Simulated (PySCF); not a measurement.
AlBGeH3N, BClGeH3, BGeH6Si, B2GeH5O and others (calculated)

All values are calculated (PySCF 2.14.0). Calculation on a computer-drawn molecule: the log of a Hartree-Fock and frozen-core CCSD(T) single point meant for a local Hartree-Fock minimum, with one planted fault or none, to be diagnosed. Offsets are logged minus clean, where the clean run is the same molecule without the fault. The reference is restricted for singlets and unrestricted otherwise, and also for a bond in bohr or an excited solution. Adding or removing an electron swaps singlet and doublet. The excited solution moves the top pair (singlet) or top alpha electron (doublet) to the lowest empty orbital. Highest occupied and lowest empty are orbital energies over both spins, largest force is the largest gradient component, triples share is (T) over the correlation energy, the T1 limit is 0.02 restricted and 0.045 unrestricted, electrons count all cores, a negative frequency is imaginary (commonest isotopes), and the dipole is about the centre of nuclear charge; on germanium a core potential holds 10 electrons, which the energies leave out, and 3d is frozen in MP2 and coupled-cluster steps.

Common to all runs: meant multiplicity 1; meant basis and core potential on germanium cc-pVDZ-PP ECP10MDF; logged SCF converged yes; logged CC converged yes; logged SCF stable within its kind yes; possible faults no fault, one electron removed, one electron added, multiplicity raised by two, geometry at a saddle point, SCF held on an excited solution, minimal basis STO-3G, one bond length entered in bohr, all coordinates scaled.

(1) 
```xyz
7
formula=AlBGeH3N meant_charge=0 meant_basis=cc-pV(D+d)Z logged_electrons=60 logged_basis_functions=89 logged_spin_squared=0 logged_highest_occupied=-7.1366 logged_lowest_empty=-0.34527 logged_largest_force=5.239e-05 logged_lowest_frequency=-124 logged_T1_diagnostic=0.025313 logged_D1_diagnostic=0.073172 logged_triples_share=0.039678 logged_dipole_magnitude=6.2316 logged_energy_HF=-616.09241 logged_energy_CCSD(T)=-616.53195 planted_fault=geometry_at_a_saddle_point HF_energy_offset_from_clean_run=0.76 CCSD(T)_energy_offset_from_clean_run=2.745
B     -2.3344    -0.0104     0.0000
Al    -0.1922     0.1355     0.0000
N      1.4395     0.2533     0.0000
Ge     3.2009     0.6170     0.0000
H     -3.0122     0.9749     0.0000
H     -2.8729    -1.0780     0.0000
H      3.7714    -0.8924     0.0000
```

Units: logged_highest_occupied, logged_lowest_empty in eV; logged_largest_force in hartree/bohr; logged_lowest_frequency in cm⁻¹; logged_dipole_magnitude in debye; logged_energy_HF, logged_energy_CCSD(T) in hartree; HF_energy_offset_from_clean_run, CCSD(T)_energy_offset_from_clean_run in kcal/mol.

Drawn bonds:
```
atom  other atom  order
   1           2      1
   2           3      2
   3           4      1
   1           5      1
   1           6      1
   4           7      1
```

Notes: T1 above single-reference limit.

(2) 
```xyz
6
formula=BClGeH3 meant_charge=1 meant_basis=cc-pV(D+d)Z logged_electrons=57 logged_basis_functions=75 logged_spin_squared=0.7692 logged_highest_occupied=-7.0266 logged_lowest_empty=0.60207 logged_largest_force=0.033584 logged_T1_diagnostic=0.012067 logged_D1_diagnostic=0.034582 logged_triples_share=0.024017 logged_dipole_magnitude=2.629 logged_energy_HF=-779.27 logged_energy_CCSD(T)=-779.61711 planted_fault=one_electron_added HF_energy_offset_from_clean_run=-145.1 CCSD(T)_energy_offset_from_clean_run=-150.7
B     -0.8422     2.0910    -0.4759
Ge    -2.4337     1.7817     0.8607
Cl    -2.3789     2.8106     2.6639
H     -0.9711     2.9792    -1.2518
H      0.0894     1.3651    -0.3627
H     -3.6708     0.9131     0.7586
```

Units: logged_highest_occupied, logged_lowest_empty in eV; logged_largest_force in hartree/bohr; logged_dipole_magnitude in debye; logged_energy_HF, logged_energy_CCSD(T) in hartree; HF_energy_offset_from_clean_run, CCSD(T)_energy_offset_from_clean_run in kcal/mol.

Drawn bonds:
```
atom  other atom  order
   1           2      1
   2           3      1
   1           4      1
   1           5      1
   2           6      1
```

(3) 
```xyz
9
formula=BGeH6Si meant_charge=1 meant_basis=cc-pV(D+d)Z logged_electrons=57 logged_basis_functions=90 logged_spin_squared=0.7678 logged_highest_occupied=-7.0074 logged_lowest_empty=1.3072 logged_largest_force=0.031866 logged_T1_diagnostic=0.013716 logged_D1_diagnostic=0.040811 logged_triples_share=0.025517 logged_dipole_magnitude=0.94241 logged_energy_HF=-610.4202 logged_energy_CCSD(T)=-610.75296 planted_fault=one_electron_added HF_energy_offset_from_clean_run=-142.1 CCSD(T)_energy_offset_from_clean_run=-152.2
B      1.0003     2.8896     0.4708
Ge     0.2227     1.4426    -0.8037
Si    -1.0262    -0.6138    -0.3066
H      0.3073     3.8135     0.7586
H      2.1098     2.7406     0.8747
H      0.4798     1.7165    -2.2856
H     -1.1586    -0.6685     1.1543
H     -0.1728    -1.6661    -0.8780
H     -2.2944    -0.4136    -1.0234
```

Units: logged_highest_occupied, logged_lowest_empty in eV; logged_largest_force in hartree/bohr; logged_dipole_magnitude in debye; logged_energy_HF, logged_energy_CCSD(T) in hartree; HF_energy_offset_from_clean_run, CCSD(T)_energy_offset_from_clean_run in kcal/mol.

Drawn bonds:
```
atom  other atom  order
   1           2      1
   2           3      1
   1           4      1
   1           5      1
   2           6      1
   3           7      1
   3           8      1
   3           9      1
```

(4) 
```xyz
9
formula=B2GeH5O meant_charge=1 meant_basis=cc-pVDZ logged_electrons=54 logged_basis_functions=90 logged_spin_squared=0 logged_highest_occupied=-15.946 logged_lowest_empty=-3.1444 logged_largest_force=1.016e-05 logged_lowest_frequency=100.34 logged_T1_diagnostic=0.015749 logged_D1_diagnostic=0.042467 logged_triples_share=0.026757 logged_dipole_magnitude=5.1344 logged_energy_HF=-420.27321 logged_energy_CCSD(T)=-420.74945 planted_fault=no_fault HF_energy_offset_from_clean_run=0 CCSD(T)_energy_offset_from_clean_run=0
B     -0.2353    -0.9477     0.3097
Ge     0.3621     0.5825    -0.9910
B      0.4843     2.4255     0.1046
O      0.5306     3.4474     0.8070
H     -0.4500    -0.7307     1.4599
H     -0.3442    -2.0314    -0.1694
H      1.7827     0.5055    -1.5342
H     -0.6280     0.9868    -2.0751
H      0.7308     4.3775     0.7460
```

Units: logged_highest_occupied, logged_lowest_empty in eV; logged_largest_force in hartree/bohr; logged_lowest_frequency in cm⁻¹; logged_dipole_magnitude in debye; logged_energy_HF, logged_energy_CCSD(T) in hartree; HF_energy_offset_from_clean_run, CCSD(T)_energy_offset_from_clean_run in kcal/mol.

Drawn bonds:
```
atom  other atom  order
   1           2      1
   2           3      1
   3           4      1
   1           5      1
   1           6      1
   2           7      1
   2           8      1
   4           9      1
```

(5) 
```xyz
12
formula=B2GeH8Si meant_charge=0 meant_basis=cc-pV(D+d)Z logged_electrons=63 logged_basis_functions=114 logged_spin_squared=0.7925 logged_highest_occupied=-16.025 logged_lowest_empty=-7.6358 logged_largest_force=0.043186 logged_T1_diagnostic=0.02346 logged_D1_diagnostic=0.10507 logged_triples_share=0.027986 logged_dipole_magnitude=1.7392 logged_energy_HF=-635.94088 logged_energy_CCSD(T)=-636.37033 planted_fault=one_electron_removed HF_energy_offset_from_clean_run=203.9 CCSD(T)_energy_offset_from_clean_run=217.8
B     -1.2577    -2.5326     1.6405
Ge    -0.3991    -1.0836     0.4035
B     -0.9315     0.8144     1.1141
Si     0.3437     2.0583     2.1076
H     -2.3506    -2.9666     1.4084
H     -0.6853    -2.9240     2.6184
H      1.1307    -1.2490     0.3648
H     -0.9122    -1.2398    -1.0396
H     -2.0541     1.1777     0.8897
H      1.3457     1.3083     2.9053
H      1.0683     2.8465     1.0745
H     -0.3545     3.0057     3.0124
```

Units: logged_highest_occupied, logged_lowest_empty in eV; logged_largest_force in hartree/bohr; logged_dipole_magnitude in debye; logged_energy_HF, logged_energy_CCSD(T) in hartree; HF_energy_offset_from_clean_run, CCSD(T)_energy_offset_from_clean_run in kcal/mol.

Drawn bonds:
```
atom  other atom  order
   1           2      1
   2           3      1
   3           4      1
   1           5      1
   1           6      1
   2           7      1
   2           8      1
   3           9      1
   4          10      1
   4          11      1
   4          12      1
```

(6) 
```xyz
8
formula=B2GeH4O meant_charge=0 meant_basis=cc-pVDZ logged_electrons=55 logged_basis_functions=85 logged_spin_squared=0.7622 logged_highest_occupied=-1.2917 logged_lowest_empty=7.648 logged_largest_force=0.035548 logged_T1_diagnostic=0.017226 logged_D1_diagnostic=0.048948 logged_triples_share=0.031228 logged_dipole_magnitude=4.6159 logged_energy_HF=-419.97018 logged_energy_CCSD(T)=-420.47677
B      0.7695     0.9800     0.1720
Ge     0.5353     1.5778     2.1580
B      0.0522    -0.1031     3.2659
O     -0.2237    -1.0830     3.8766
H      1.8381     0.6214    -0.2275
H     -0.1692     0.9706    -0.5689
H     -0.6088     2.5718     2.3678
H      1.8108     2.1491     2.7808
```

Units: logged_highest_occupied, logged_lowest_empty in eV; logged_largest_force in hartree/bohr; logged_dipole_magnitude in debye; logged_energy_HF, logged_energy_CCSD(T) in hartree.

Drawn bonds:
```
atom  other atom  order
   1           2      1
   2           3      1
   3           4      2
   1           5      1
   1           6      1
   2           7      1
   2           8      1
```

Question: Give the missing planted fault for B2GeH4O (entry 6).
Answer: one electron added

Further results for B2GeH4O (entry 6):

```
HF energy offset from clean run      : -4.721 kcal/mol
CCSD(T) energy offset from clean run : -14.9 kcal/mol
```
